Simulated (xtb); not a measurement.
HI, charge +1, doublet, at a GFN2-xTB geometry (a state made from the parent by changing its charge; the spin is typed, not shown lowest); GFN0-xTB in xtb.

xtb was given this input:
```
$ xtb mol.xyz --gfn 0 --chrg 1 --uhf 1 --json

# file mol.xyz
2

I     -0.00000000    -0.00000000    -0.03003641
H      0.00000000     0.00000000     1.59192986
```

### Question
Predict the main parts of the log of this xtb run.

### Answer

```
   ID    Z sym.   atoms
    1   53 I      1
    2    1 H      2

           -------------------------------------------------
          |                Calculation Setup                |
           -------------------------------------------------

           -------------------------------------------------
          |                 G F N 0 - x T B                 |
           -------------------------------------------------

          ...................................................
          :                      SETUP                      :
          :.................................................:
          :  # basis functions                  12          :
          :  # atomic orbitals                  11          :
          :  # shells                            5          :
          :  # electrons                         7          :
          :  electronic temp.          300.0000000     K    :
          :  accuracy                    1.0000000          :
          :  -> integral cutoff          0.2500000E+02      :
          :  -> integral neglect         0.1000000E-07      :
          ...................................................

         :::::::::::::::::::::::::::::::::::::::::::::::::::::
         ::                     SUMMARY                     ::
         :::::::::::::::::::::::::::::::::::::::::::::::::::::
         :: total energy              -2.084138280738 Eh    ::
         :: gradient norm              0.013724718956 Eh/a0 ::
         :: HOMO-LUMO gap              5.050662049226 eV    ::
         ::.................................................::
         :: H0 energy                 -3.666374416671 Eh    ::
         :: repulsion energy           0.009611008091 Eh    ::
         :: electrostat energy         1.572688417554 Eh    ::
         :: -> Gsolv                   0.000000000000 Eh    ::
         ::    -> Gsasa                0.000000000000 Eh    ::
         ::    -> Gshift               0.000000000000 Eh    ::
         :: dispersion energy         -0.000063289712 Eh    ::
         :: short-range corr.          0.000000000000 Eh    ::
         :: add. restraining           0.000000000000 Eh    ::
         :: total charge               1.000000000000 e     ::
         :::::::::::::::::::::::::::::::::::::::::::::::::::::

           -------------------------------------------------
          |                Property Printout                |
           -------------------------------------------------

    * Orbital Energies and Occupations

         #    Occupation            Energy/Eh            Energy/eV
      -------------------------------------------------------------
         1        2.0000           -0.6635039             -18.0549
         2        2.0000           -0.5239525             -14.2575
         3        1.5000           -0.4300482             -11.7022
         4        1.5000           -0.4300482             -11.7022 (HOMO)
         5                         -0.2444398              -6.6515 (LUMO)
         6                         -0.0961659              -2.6168
         7                         -0.0503718              -1.3707
         8                         -0.0503718              -1.3707
         9                         -0.0503718              -1.3707
        10                         -0.0503718              -1.3707
        11                          0.8958727              24.3779
      -------------------------------------------------------------
                  HL-Gap            0.1856084 Eh            5.0507 eV
             Fermi-level            0.0000000 Eh            0.0000 eV

     #   Z          covCN         q      C6AA      α(0)
     1  53 I        0.912     0.249   352.751    32.443
     2   1 H        0.912     0.751     0.152     0.611

 Mol. C6AA /au·bohr⁶  :        367.519299
 Mol. C8AA /au·bohr⁸  :      32888.877884
 Mol. α(0) /au        :         33.053426

Wiberg/Mayer (AO) data.
largest (>0.10) Wiberg bond orders for each atom

 ---------------------------------------------------------------------------
     #   Z sym  total        # sym  WBO       # sym  WBO       # sym  WBO
 ---------------------------------------------------------------------------
     1  53 I    0.990 --     2 H    0.990
     2   1 H    0.990 --     1 I    0.990
 ---------------------------------------------------------------------------

Topologies differ in total number of bonds
Writing topology from bond orders to xtbtopo.mol

 dipole moment from electron density (au)
     X       Y       Z
   0.0000  -0.0000   0.2306  total (Debye):    0.586

           -------------------------------------------------
          | TOTAL ENERGY               -2.084138280738 Eh   |
          | GRADIENT NORM               0.013724718956 Eh/α |
          | HOMO-LUMO GAP               5.050662049226 eV   |
           -------------------------------------------------

normal termination of xtb
```
